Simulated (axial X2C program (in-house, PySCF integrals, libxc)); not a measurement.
**MgV: properties at the nuclei**

Calculated with an in-house all-electron X2C program for linear molecules (integrals from PySCF): two-component X2C with atomic mean-field Coulomb and Gaunt terms, Gaussian nuclei, basis V dyall-cv3z, Mg dyall-cv3z with contracted cores.

R = 2.885 Å (near the PBE0 minimum at charge 0 of the determinant lowest at the starting distance; the state shown can have its own minimum elsewhere).

Input and command:
```json
{"zs": [23, 12], "q": 0, "bas": ["dyall-cv3z", "dyall-cv3z"], "r0": 2.73, "levels": ["PBE0", "HF", "B3LYP", "BHandHLYP", "BP86"], "nst": 3}
```
```bash
python soeom.py task.json out
```

Keys: zs atomic numbers; q charge; bas basis sets; r0 starting distance in Å; levels methods; nst determinants followed.

Determinant lowest in the PBE0 search, Ω = 5/2 (⟨Sz⟩ = 2.50, ⟨Lz⟩ = 0.00 at PBE0), spin on the atoms V 2.37, Mg 0.13:

```
    level  Eeff magnitude (GV/cm)  Ws magnitude V (kHz)  Ws magnitude Mg (kHz)  A∥/gI V (MHz)  qzz V (a.u.)  A∥/gI Mg (MHz)  qzz Mg (a.u.)  μ (D)
     PBE0                   0.077                0.0168                0.00571            236          0.99            22.4          -0.13   0.01
       HF                  0.0404                0.0149                0.00892            130          0.95            10.6          -0.17  -0.04
    B3LYP                   0.108                0.0214                0.00547            265          1.02            34.1          -0.12   0.31
BHandHLYP                  0.0721                 0.017                0.00644            232          1.00            33.1          -0.15   0.10
     BP86                   0.123                 0.022                0.00446            275          1.03            22.3          -0.09   0.38
```

Determinant 0.00 eV from it at PBE0 and this distance, Ω = 1/2 (⟨Sz⟩ = 2.50, ⟨Lz⟩ = -2.00 at PBE0), spin on the atoms V 2.37, Mg 0.13:

| level | Eeff magnitude (GV/cm) | Ws magnitude V (kHz) | Ws magnitude Mg (kHz) | A∥/gI V (MHz) | qzz V (a.u.) | A∥/gI Mg (MHz) | qzz Mg (a.u.) | μ (D) |
| --- | --- | --- | --- | --- | --- | --- | --- | --- |
| PBE0 | 0.0932 | 0.0931 | 0.0288 | 615 | -1.29 | 123 | -0.19 | -0.63 |
| HF | 0.0438 | 0.0658 | 0.0405 | 132 | -1.16 | 43.2 | -0.21 | -0.94 |
| B3LYP | 0.129 | 0.12 | 0.0284 | 741 | -1.30 | 195 | -0.19 | -0.34 |
| BHandHLYP | 0.0916 | 0.0952 | 0.0325 | 597 | -1.25 | 175 | -0.20 | -0.52 |
| BP86 | 0.141 | 0.128 | 0.0259 | 777 | -1.34 | 169 | -0.17 | -0.39 |

Eeff is the effective electric field on the electron electric dipole moment in this Ω state and Ws the scalar–pseudoscalar constant of the nucleus named (defined with the proton number Z and per Ω); A∥ (defined per Ω) follows by multiplying with gI = μI/(I μN); qzz is the electric field gradient, eQq0 = 234.96 MHz × Q/barn × qzz; μ is positive if the Mg end (last atom) is positive. The operators were transformed with the bare-nucleus X2C matrices; with these basis sets, hyperfine constants and field gradients can be off by tens of per cent, and where levels differ in sign neither size nor sign is settled.

Problem. With Q(51V) = -0.052 barn, Q(25Mg) = 0.1994 barn (Q from Pyykkö, Mol. Phys. 2018), turn the PBE0 values of the first state into constants in MHz.

Solution. eQq0(51V) = 234.96 × (-0.052) × (0.99) = -12.1 MHz; eQq0(25Mg) = 234.96 × (0.1994) × (-0.13) = -6.09 MHz.

Each state is one determinant with collinear spin, which with several unpaired electrons need not be a pure state. Unrestricted Hartree–Fock can overshoot spin polarisation at the nuclei. This is the top spin component of a Σ state; components of lower Ω are not single determinants and can lie lower. With several open shells hyperfine constants can be off by a factor of several. Where Eeff spreads by more than a factor of two the levels disagree and none is to be relied on. At BHandHLYP, HF a later determinant lies lower. States lie within half an eV, so the first need not be the ground state. Further determinants of the search, some of them spin-mixed, are not shown. Where a field gradient or hyperfine factor spreads by more than a factor of two over the levels, a constant derived from it is not to be relied on. PBE0 term energies can be off by some tenths of an eV.
